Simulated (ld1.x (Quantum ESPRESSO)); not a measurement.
Configuration tests for copper (PAW)

ld1.x (Quantum ESPRESSO) 7.5 input, shortened:

```
&input
   title='Cu', zed=29., rel=0, dft='PZ', iswitch=3,
   config='[Ar] 3d10 4s1 4p0'
 /
 &inputp
   pseudotype=3, lpaw=.true., tm=.true., lloc=-2, rcloc=1.25,
   nlcc=.true., new_core_ps=.true., rcore=1.20,
   which_augfun='PSQ', rmatch_augfun_nc=.true.
 /
6
4S  1  0   1.00   0.00  2.10  2.65  0.0
4S  1  0   0.00   2.50  2.10  2.65  0.0
4P  2  1   0.00   0.00  2.75  3.20  0.0
4P  2  1   0.00   0.90  2.75  3.20  0.0
3D  3  2  10.00   0.00  1.30  1.40  0.0
3D  3  2   0.00   3.20  1.30  1.40  0.0
 &test
   configts(1)='3d10 4s1 4p0'
 /
```

Energies are relative to the spin-unpolarised reference configuration 3d10 4s1 4p0; without spin polarisation the order of configurations can differ from experiment. Spin-polarised rows fill each open shell by Hund’s rule, majority spin first. The frozen-core shift is the all-electron ΔE with the core orbitals held at their reference shape minus the fully relaxed ΔE.

```csv
valence configuration,charge,ΔE all-electron (eV),error AE − PS (meV),frozen-core shift (meV)
3d10 4s0 4p0,+1,8.191,-3.8,+3.6
3d9 4s0 4p0,+2,30.029,-57,+57
3d8 4s0 4p0,+3,69.659,-497,+495
3d9 4s1 4p1,0,7.176,-51,+61
3d9 4s1 4p0,+1,12.137,-53,+57
3d7 4s0 4p0,+4,130.063,-1819,+1798
3d10 4s1 4p0 (spin-polarised),0,-0.183,-0.2,+0.3
3d9 4s0 4p0 (spin-polarised),+2,29.786,-57,+57
```

**Question.** What are ΔE and the potential's error for 3d10 4s0 4p1?

**Answer.** ΔE = 4.061 eV all-electron; the error (AE − PS) is -0.8 meV.

Levels in the configuration 3d9 4s0 4p0 (spin-polarised):

| level | all-electron (eV) | pseudo (eV) |
| --- | --- | --- |
| 3d up | -30.651 | -30.825 |
| 3d down | -29.678 | -29.853 |
